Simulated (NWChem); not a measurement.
Species: BHIF; SMILES FBI

Results from NWChem. STO-3G and 3-21G are far too small for this property and stand as cheap habits. Geometry: optimised at PBE0/def2-SVP. def2 effective core potentials on I; no spin-orbit coupling. Field at 589 nm.

For level B3LYP/STO-3G (all-electron, non-relativistic):

```yaml
isotropic polarisability (bohr³): 14.9
anisotropy (bohr³): 23.9
```

Question: What are these values for level B3LYP/def2-SVPD (core potentials)?

Answer: 
| Item | Result |
|---|---|
| isotropic polarisability (bohr³) | 52.5 |
| anisotropy (bohr³) | 21.3 |
